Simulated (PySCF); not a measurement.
Gas-phase reaction: 3 WO₃ + 6 Cl ⇌ 3 WO₂Cl₂ + O₃

Energies from PySCF (xtb for GFN2), thermal terms from the rigid-rotor harmonic-oscillator model, ideal gas at 1 bar. † marks an energy on the PBE0/def2-TZVP geometry and frequencies; other levels use their own. MP2 and CCSD(T) freeze the core. Open shells (unrestricted): Cl (multiplicity 2); the rest are closed-shell singlets. GFN2 has no spin-polarisation term. Spin-orbit splitting is ignored; it lowers the true energy and changes the entropy of Cl. W: scalar-relativistic def2 core potential, no spin-orbit coupling. MP2 isn't extrapolated to the basis-set limit. CCSD(T) isn't extrapolated to the basis-set limit. Strong static correlation: O₃. Warning, large T1 diagnostic: O₃, WO₂Cl₂, WO₃ (CCSD(T)/def2-SVP†).

| level | ΔH°(298 K), kJ |
|---|---|
| BLYP/def2-TZVP† | -1457 |
| CCSD(T)/def2-SVP† | -1382 |
| GFN2-xTB | -1796 |
| MP2/def2-SVP† | -1427 |
| PBE/def2-TZVP† | ___ |
| PBE0/def2-QZVP† | ___ |
| LDA/def2-TZVP† | ___ |
| ωB97M-V/def2-TZVP† | ___ |

Problem. Fill in the missing entries.

Solution. 
- PBE/def2-TZVP†, ΔH°(298 K), kJ: -1617
- PBE0/def2-QZVP†, ΔH°(298 K), kJ: -1564
- LDA/def2-TZVP†, ΔH°(298 K), kJ: -1922
- ωB97M-V/def2-TZVP†, ΔH°(298 K), kJ: -1592
